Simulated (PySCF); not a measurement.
Radial density of Hg (mercury, neutral)

UHF, [Xe] 4f14 5d10 6s1 6d1, 6s spin antiparallel (an excited configuration). All numbers are calculated (PySCF 2.14, a scalar-relativistic core potential, in aug-cc-pVTZ-PP with ECP60MDF). This is the valence pseudo-density: the core potential removes the inner electrons and smooths the orbitals near the nucleus.

| r (bohr) | 4πr²ρ (e/bohr) | 4πr²(ρα − ρβ) |
| --- | --- | --- |
| 0.0457 | 1.782e-05 | 0.0000 |
| 0.0768 | 4.453e-05 | 0.0000 |
| 0.129 | 0.0002328 | 0.0000 |
| 0.217 | 0.004549 | -0.0001 |
| 0.366 | 0.2301 | -0.0048 |
| 0.615 | 6.900 | -0.0666 |
| 1.03 | 17.98 | 0.1230 |
| 1.74 | 6.238 | -0.4000 |
| 2.93 | 0.8850 | -0.3598 |
| 4.92 | 0.2361 | 0.1523 |
| 8.28 | 0.1023 | 0.1021 |
| 13.9 | 2.729e-05 | 0.0000 |

Energies and moments cover only the electrons outside the core potential. Spin-orbit coupling, absent here, splits the open shell strongly. The outer electron is Rydberg-like, and this basis confines it to a smaller radius and binds it less than a complete one would. With the s spin flipped the determinant is a mixture of two multiplicities, not a spectroscopic state.
